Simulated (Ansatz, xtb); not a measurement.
Relative energy of two isomers of GeH10OSi3

Structure I is `O[SiH]([SiH3])[SiH2][GeH3]`, a singlet and structure II is `O[SiH2][SiH]([SiH3])[GeH3]`, a singlet. Both are isolated molecules in the gas phase, relaxed with r2SCAN-D4/def2-SVP, each in the lowest conformer that the search found.

Task: Estimate E(II) − E(I) at the level CCSD(T)/def2-SVP + ΔMP2/def2-TZVPP.

Result: Calculated at CCSD(T)/def2-SVP + ΔMP2/def2-TZVPP: E(II) − E(I) = −3.7 kcal/mol, so structure II lies lower.

How the difference moves with the method:

```csv
level,geometry,E(II) − E(I) (kcal/mol),departure from the last row (kcal/mol),"job, with rough time for the two"
r2SCAN-D4/def2-SVP,r2SCAN-D4/def2-SVP,−3.0,+0.7,"optimisation, 6.4 min"
HF/def2-SVP,r2SCAN-D4/def2-SVP,−3.0,+0.7,part of the CCSD(T) run
MP2/def2-SVP,r2SCAN-D4/def2-SVP,−3.7,0.0,part of the CCSD(T) run
CCSD(T)/def2-SVP,r2SCAN-D4/def2-SVP,−3.1,+0.6,single point
CCSD(T)/def2-SVP + ΔMP2/def2-TZVPP,r2SCAN-D4/def2-SVP,−3.7,,"single point, 3.8 min"
```

As drawn, both hold the same kinds of bond in the same numbers.

None of the levels shown reverses the order. The largest departure from CCSD(T)/def2-SVP + ΔMP2/def2-TZVPP is that of r2SCAN-D4/def2-SVP, 0.7 kcal/mol. No reliable frequencies are at hand for I, so it isn't confirmed as a minimum. Levels run at GFN2-xTB geometries aren't shown. The last row adds to CCSD(T) the change of the MP2 difference between the two basis sets, here −0.6 kcal/mol.

The correlated steps freeze 25 core orbitals; the filled d shell of Ge is correlated, in a basis made for valence electrons. Run with Ansatz 0.2.0, xtb 6.7.1; the last row on 2 threads of Arm Neoverse N1 on a shared host.
